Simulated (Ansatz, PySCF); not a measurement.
This singlet lies 1.20 eV below the relaxed triplet at the level frozen-core CCSD(T)/cc-pVTZ // PBE0-D3(BJ)/def2-TZVP (Ansatz, an electronic-structure program).

```xyz
6

O     -1.1655     0.3211    -1.3753
C     -0.9728     0.1240    -0.1757
Si     0.2281    -1.2475    -0.7697
O      1.6612    -0.4151    -0.7508
H     -1.4981     0.7505     0.5701
H      1.7471     0.4670    -0.3842
```

Charge 0, multiplicity 1.

Question: Give the Mulliken and meta-Löwdin atomic charges from PBE0-D3(BJ)/def2-TZVP run with PySCF.

Answer: 
```csv
atom,Mulliken (e),meta-Löwdin (e)
O1,-0.21,-0.34
C2,-0.03,0.03
Si3,0.30,0.57
O4,-0.49,-0.71
H5,0.12,0.11
H6,0.31,0.34
```
